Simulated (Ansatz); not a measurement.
Input for Ansatz (a first-principles code): R-CCSD(T)/def2-SVP on FGeH3Si (SMILES [F][Ge][SiH3]), a point of a torsion scan. The run froze 20 orbitals, filled d shells among them.

Ansatz 0.2 input:
```yaml
crystal:
  periodic: [false, false, false]
  atoms:
    - {symbol: F, position_ang: [2.50204632, 0.58081820, -0.19478886]}
    - {symbol: Ge, position_ang: [1.64404077, -0.95836409, 0.30282575]}
    - {symbol: Si, position_ang: [-0.61712717, -0.03440145, 0.01276703]}
    - {symbol: H, position_ang: [-0.73438393, 1.35774110, -0.43445114]}
    - {symbol: H, position_ang: [-1.39406676, -0.11646515, 1.26515089]}
    - {symbol: H, position_ang: [-1.40060730, -0.82996745, -0.95266599]}
basis:
  gaussian:
    orbitals: def2-SVP
magnetization: {spin_polarized: false}
correlation: {method: ccsd_t, electrons: outside_noble_gas}
scf: {lower_state_search: off}
```

The log:

```
WARN ansatz: RAYON_NUM_THREADS=1 ignored (pool sized by the plan → 1); use --threads N
Functional definition: HF
these checks for a lower state are left out or cut short: stability, starts, cluster_reference, orbital_swaps, neighbouring_geometries, increment
integrals: 0.06 GiB planned
764 factors; integrals over basis functions are off by at most 1.2e-3 eV
mean field: 0.22 GiB planned
mean field evaluation 1: about -67074.8338 eV, gradient 3.0e1 eV
mean field evaluation 2: about -67074.8438 eV, gradient 3.0e1 eV
mean field evaluation 4: about -67077.1629 eV, gradient 2.5e0 eV
mean field evaluation 8: about -67077.2140 eV, gradient 3.3e-4 eV
mean field -67077.21395644 eV, -2465.0421463304 hartree, gradient 1.6e-6 eV, S^2 0.000000; 0 other end points of the search recorded, 0 dependent functions left out
20 core orbitals not correlated
reference -67077.21395644 eV, -2465.0421463304 hartree; 9, 9 occupied and 50, 50 virtual orbitals, 764 factors
second order -9.93809677 eV of doubles, -0.00000000 eV of singles
coupled cluster: 0.14 GiB planned
cycle   1  -10.49609106 eV  change   -5.6e-1 eV  update   1.1e-1
cycle   2  -10.85790189 eV  change   -3.6e-1 eV  update   4.0e-2
cycle   3  -10.99524030 eV  change   -1.4e-1 eV  update   2.6e-2
cycle   4  -10.99104243 eV  change    4.2e-3 eV  update   6.7e-3
cycle   5  -10.98704034 eV  change    4.0e-3 eV  update   3.1e-3
cycle   6  -10.98749535 eV  change   -4.6e-4 eV  update   1.0e-3
cycle   7  -10.98729503 eV  change    2.0e-4 eV  update   4.3e-4
cycle   8  -10.98721429 eV  change    8.1e-5 eV  update   1.5e-4
cycle   9  -10.98729737 eV  change   -8.3e-5 eV  update   5.6e-5
cycle  10  -10.98730801 eV  change   -1.1e-5 eV  update   2.0e-5
perturbative correction -0.25613588 eV, -0.0094128201 hartree
Total energy: -67088.45740033 eV, -2465.4553352724 hartree
Checks for a lower state left out: stability, starts, cluster_reference, orbital_swaps, neighbouring_geometries, increment
```

Self-consistency was reached.

Cost: about 2.1 core-seconds (a rough figure).
